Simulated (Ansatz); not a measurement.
HCl$_{2}$Ge (SMILES [Cl][GeH][Cl]), doublet, at a GFN2-xTB geometry; PBE0/STO-3G in Ansatz (a program for electronic structure).

Input for Ansatz:
Ansatz 0.2 input:
```yaml
crystal:
  periodic: [false, false, false]
  atoms:
    - {symbol: Cl, position_ang: [-0.52382962, -1.71635521, -0.35222265]}
    - {symbol: Ge, position_ang: [0.50980526, 0.01171883, 0.42282189]}
    - {symbol: Cl, position_ang: [-0.54790634, 1.69400340, -0.41771353]}
    - {symbol: H, position_ang: [1.90574293, 0.00497817, -0.44138541]}
basis:
  gaussian:
    orbitals: STO-3G
hamiltonian:
  xc: pbe0
magnetization: {spin_polarized: true, initial_magnetization: 1}
accuracy: high
```

Output, abridged:

```
Functional definition: PBE0
596 factors; integrals over basis functions are off by at most 1.2e-8 eV
mean field evaluation 1: about -80626.2867 eV, gradient 3.8e1 eV
mean field evaluation 2: about -80624.0901 eV, gradient 4.3e1 eV
mean field evaluation 4: about -80643.1316 eV, gradient 4.3e0 eV
mean field evaluation 8: about -80643.3013 eV, gradient 8.0e-2 eV
mean field evaluation 16: about -80643.3015 eV, gradient 1.9e-5 eV
mean field -80643.30149034 eV, -2963.5866677769 hartree, gradient 3.0e-8 eV, S^2 0.751919; 0 other end points of the search recorded, 0 dependent functions left out
reference -80643.30149170 eV, -2963.5866678269 hartree; 34, 33 occupied and 3, 4 virtual orbitals, 596 factors
Total energy: -80643.30149170 eV, -2963.5866678269 hartree
```
